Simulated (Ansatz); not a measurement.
**Interaction energy ladder**

The pair of Br⁻ (SMILES [Br-], atom 1) and CH4O (SMILES CO, atoms 2–7), both closed shells, in one local arrangement (a lower one may exist), relaxed at PBE0-D4/def2-TZVPD:

Br1  (-0.049, 0.614, -2.876)
C2  (-0.016, 0.045, 0.795)
O3  (0.142, -1.026, -0.085)
H4  (0.023, -0.344, 1.819)
H5  (-0.978, 0.561, 0.660)
H6  (0.776, 0.800, 0.684)
H7  (0.101, -0.650, -0.997)
(Å)

Program: Ansatz 0.2.0. Basis: def2-TZVPPD, with def2-QZVPPD for the basis limit. Cores are frozen in the correlated methods. Filled d shells of the heavier atoms are correlated. The def2 sets are not built for correlating such inner shells, so the correlated values are less sure here. B3LYP uses VWN-RPA correlation. Extrapolation: Hartree–Fock as exp(−7.88 √X), correlation as X^−2.97. Interaction energies count from these two fragments, frozen as in the pair, with the counterpoise correction; negative means bound.

What is the interaction energy by CCSD(T) at an estimated basis limit (MP2 extrapolated from triple and quadruple zeta, plus CCSD(T) − MP2 in triple zeta)? (Judge from chemistry; the value comes from the calculation.)

By the calculation: -14.94 kcal/mol. Hartree–Fock alone gives -10.37 kcal/mol at the basis limit. It counts from the two fragments frozen as in the pair.

The same quantity by other methods in triple zeta, and each one's difference from that estimate:
| method | E_int (kcal/mol) | difference |
| --- | --- | --- |
| PBE-D4 | -15.92 | -0.98 |
| revPBE-D4 | -15.24 | -0.30 |
| BLYP-D4 | -14.94 | 0.00 |
| r2SCAN-D4 | -15.48 | -0.54 |
| B97M-V | -14.59 | 0.34 |
| PBE0-D4 | -15.46 | -0.52 |
| B3LYP-D4 | -14.94 | 0.00 |
| HSE06-D4 | -15.47 | -0.53 |
| wB97X-V | -14.67 | 0.27 |
| wB97M-V | -14.69 | 0.25 |
| B2PLYP | -13.69 | 1.25 |
| HF | -10.34 | 4.60 |
| MP2 | -14.33 | 0.61 |
| CCSD | -13.30 | 1.64 |
| CCSD(T) | -13.92 | 1.02 |
Differences are method less estimate.

Which atoms make the shortest contact between the fragments?

Br1 and H7, 2.27 Å apart.

Energy to bend the free fragments (PBE0-D4 minima) into their shapes in the pair, CCSD(T)/def2-TZVPPD: CH4O 0.77 kcal/mol. This must be added to the interaction energy to get the binding energy from relaxed fragments.

Basis-set superposition shift (counterpoise-corrected less uncorrected): CCSD(T) 1.55; MP2 1.50; HF 0.11; PBE0-D4 0.14; wB97M-V 0.12 kcal/mol.

The T1 diagnostic stays at or below 0.010.

For scale, one of the runs: CCSD(T)/def2-TZVPPD, 202 basis functions, launched by `ansatz run in.yaml --threads 4 --pin off --events-out ev --progress --plain --max-ram 9574MiB`. Hardware: 4 CPU threads of an Intel Xeon 6975P-C, shared host. Wall time 15 s; peak host memory 2.9 GiB.
